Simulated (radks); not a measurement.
Values are calculated unless marked as measured or tabulated.
Removal energies from the sulfur ion S11+, [He] 2s2 2p1, by Delta-SCF beside the eigenvalue of the level emptied. Level of theory: scalar-relativistic Kohn-Sham, r2SCAN, spin-polarised, spherical densities, finite nucleus; meta-GGA in the generalised Kohn-Sham scheme; Fermi nuclear charge, rms radius of each element as measured or else 0.836 A^(1/3) + 0.57 fm (a radial shooting solver on a logarithmic mesh with Libxc functionals). Open shells are filled with parallel spins first.

| removed from | final configuration | Delta-SCF (eV) | -eigenvalue (eV) |
|---|---|---|---|
| 2p | [He] 2s2 | 562.69 | 535.17 |
| 2s | [He] 2s1 2p1 | 586.15 | 567.15 |
| 1s | 1s1 2s2 2p1 | 2971.0 | 2888.5 |
